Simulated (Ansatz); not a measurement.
A structure relaxed at r2SCAN-D4/def2-SVP in Ansatz, charge 0, singlet:

Cartesian coordinates in Å:
```
C -4.893 -1.695 -2.421
C -3.437 -1.246 -2.398
C -2.853 -1.156 -0.990
C -1.396 -0.705 -0.958
C -0.815 -0.596 0.449
C 0.644 -0.148 0.475
C 1.207 0.001 1.887
C 2.698 0.335 1.946
C 3.066 1.672 1.304
C 4.545 2.022 1.430
S 4.994 3.668 0.748
Cu 3.839 3.587 -1.013
H -5.288 -1.749 -3.447
H -5.010 -2.693 -1.965
H -5.533 -0.999 -1.853
H -2.823 -1.942 -3.000
H -3.343 -0.261 -2.891
H -3.465 -0.460 -0.385
H -2.943 -2.141 -0.493
H -0.782 -1.407 -1.555
H -1.307 0.275 -1.466
H -0.908 -1.573 0.961
H -1.425 0.111 1.043
H 0.731 0.811 -0.069
H 1.261 -0.873 -0.091
H 1.028 -0.938 2.442
H 0.636 0.782 2.425
H 3.275 -0.475 1.460
H 3.023 0.348 3.002
H 2.814 1.661 0.222
H 2.464 2.489 1.743
H 4.830 2.058 2.497
H 5.164 1.239 0.960
```

Q: Give its formula, name or SMILES.

A: `CCCCCCCCCC[S][Cu]`.

Q: Summarise the bond lengths by kind (pairs closer than 1.2 times the sum of covalent radii, bridged metal pairs left out).

A: 9 × C–C 1.52 to 1.53 Å; 1 × C–S 1.84 Å; 1 × Cu–S 2.11 Å; 21 × C–H 1.10 to 1.11 Å. The metal has 1 neighbour: S 2.11 Å.
